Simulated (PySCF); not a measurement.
## A small calculation by hand: oscillator strength and radiative lifetime

Cd(F)(SMe) (CH₃CdFS), SMILES C[S][Cd][F].

Geometry optimised at B3LYP-D3(BJ)/def2-SVP. The def2 effective core potentials stand for the cores of Cd; spin–orbit coupling is left out. One conformer was computed; it need not be the lowest.

TDA-PBE/def2-SVPD run with PySCF puts the first singlet state with f over 0.02 at 5.84 eV (vertical), with the transition dipole (0.125, 1.311, 0.000) in atomic units.

Q: Find the oscillator strength, the wavelength and the radiative lifetime that this transition would have in vacuum if emission retraced absorption.

A: 
|μ|² = 1.7343 au, so |μ| = 3.35 D. ΔE = 5.84/27.211 = 0.2146 hartree. f = (2/3) ΔE |μ|² = 0.248 (the program prints 0.248).
λ = 1239.84/5.84 = 212 nm; ν = 47103 cm⁻¹.
Einstein's coefficient A = 0.6670 ν² f s⁻¹ (ν in cm⁻¹) = 3.7e8 s⁻¹, so τ = 1/A = 2.7 ns. This state is S6; the lower singlets have f = 0.008, 0.000, 0.010, 0.010, 0.011. The figure is the radiative limit of this one transition; relaxation, internal conversion, crossing to triplets and a medium change what is measured.
